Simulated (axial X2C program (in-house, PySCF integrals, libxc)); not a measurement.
## Excited states of SeI⁻ by EOM-EE-CCSD

Computed with an axial X2C code built on PySCF integrals: two-component X2C with atomic mean-field Coulomb and Gaunt terms, Gaussian nuclei, basis I dyall-acv3z, Se dyall-acv3z with contracted cores.

R = 2.557 Å (near the PBE0 minimum at charge -1 of the determinant lowest at the starting distance; the state shown can have its own minimum elsewhere).

Vertical excitation energies from the closed-shell determinant state of SeI⁻:

| Ω | excitation (eV) | cm⁻¹ | hole of the leading pair | particle of the leading pair | weight of the pair (for Ω = 0 its time-reversed partner can hold as much again) | singles weight |
| --- | --- | --- | --- | --- | --- | --- |
| 2 | 1.482 | 11955 | 76% Se pπ, 12% I pπ, 7% I dπ | 44% Se pσ, 25% I pσ, 11% I dσ | 0.94 | 0.95 |
| 1 | 1.579 | 12734 | 76% Se pπ, 12% I pπ, 7% I dπ | 44% Se pσ, 25% I pσ, 11% I dσ | 0.66 | 0.95 |
| 0⁻ | 1.727 | 13930 | 78% Se pπ, 10% I pπ, 7% I dπ | 44% Se pσ, 25% I pσ, 11% I dσ | 0.47 | 0.95 |
| 0⁺ | 1.741 | 14043 | 79% Se pπ, 9% I pπ, 7% I dπ | 44% Se pσ, 25% I pσ, 11% I dσ | 0.47 | 0.95 |
| 1 | 2.172 | 17521 | 77% Se pπ, 10% I pπ, 7% I dπ | 43% Se pσ, 26% I pσ, 12% I dσ | 0.66 | 0.94 |
| 2 | 3.656 | 29486 | 72% Se pπ, 15% I pπ, 7% I dπ | 54% I sσ, 31% Se sσ, 10% Se pσ | 0.91 | 0.93 |
| 1 | 3.700 | 29840 | 71% Se pπ, 16% I pπ, 7% I dπ | 55% I sσ, 30% Se sσ, 9% Se pσ | 0.88 | 0.93 |
| 2 | 3.863 | 31158 | 69% Se pπ, 18% I pπ, 7% I dπ | 52% I pσ, 42% Se pσ | 0.90 | 0.93 |
| 1 | 3.904 | 31491 | 70% Se pπ, 17% I pπ, 7% I dπ | 50% I pσ, 41% Se pσ | 0.84 | 0.93 |
| 0⁻ | 3.930 | 31696 | 77% Se pπ, 11% I pπ, 7% I dπ | 51% I sσ, 29% Se sσ, 15% Se pσ | 0.46 | 0.93 |
| 0⁺ | 3.932 | 31715 | 77% Se pπ, 11% I pπ, 7% I dπ | 51% I sσ, 29% Se sσ, 15% Se pσ | 0.46 | 0.93 |

This point took 52 s on 1 thread of Arm Neoverse V2 (shared host).

Reference electrons by ω block (each with its −ω partner): 1/2: 28, 3/2: 13, 5/2: 3. 14 electrons of SeI⁻ correlated (inner shells frozen), 88 natural virtual spinors (a truncated set); levels can be off by some tenths of an eV. Roots sought by Ω: (0: 5, 1: 4, 2: 3, 3: 1); rows need 60 % singles weight and stop where some Ω has no more roots. Missing are any skipped roots, higher Ω and states of a further excitation; these come out far too high here and may in truth be low or lowest. T1 of the reference 0.012 (Lee–Taylor). The highest Hartree–Fock level of the anion lies at -2.92 eV; relaxation, partly offset by correlation, puts the detachment threshold some tenths of an eV to over one eV lower in magnitude, and states above it are held by the basis set and are not bound. Number of frozen shells: I 4 s, 3 p, 2 d; Se 3 s, 2 p, 1 d.
